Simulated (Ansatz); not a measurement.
Frontier orbitals of `CC[CH2][GeH3]`.

```csv
atom,x (Å),y (Å),z (Å)
C1,1.363,-0.216,-1.580
C2,0.497,-0.565,-0.379
C3,-0.310,0.622,0.129
Ge4,-1.435,0.195,1.675
H5,2.074,0.576,-1.333
H6,1.933,-1.081,-1.928
H7,0.751,0.138,-2.414
H8,1.132,-0.951,0.426
H9,-0.180,-1.384,-0.645
H10,-0.959,1.010,-0.662
H11,0.356,1.443,0.415
H12,-2.438,-0.916,1.310
H13,-2.222,1.433,2.143
H14,-0.564,-0.305,2.843
```

The species carries charge 0 and has multiplicity 1. Correlated methods include outer-core shells of Ge, which these sets cover unevenly. Scalar relativity is left out up to krypton. The structure was optimised at the PBE0-D4/def2-TZVP level. It is one conformer, not always the lowest. Basis def2-TZVPP, the Gaussian-basis code of Ansatz.

Orbital energies of one run (eV). Highest occupied ones, from the top: -8.06, -8.93, -8.95, -9.23, -9.57, -10.77, -10.88, -11.58, -12.79, -14.59, -16.19, -18.70, -21.51, -32.48. Empty: 0.54, 1.12, 1.52, 1.64, 1.65, 2.20.

Task: Which functional gave them?
A. CAM-B3LYP
B. LDA (SPW92)
C. B3LYP
D. BLYP

Result: C. HOMO energies: B3LYP -8.06, CAM-B3LYP -9.60, LDA (SPW92) -7.17, BLYP -6.92 eV.

B3LYP here is the variant with VWN-RPA as its local correlation; programs differ in this.
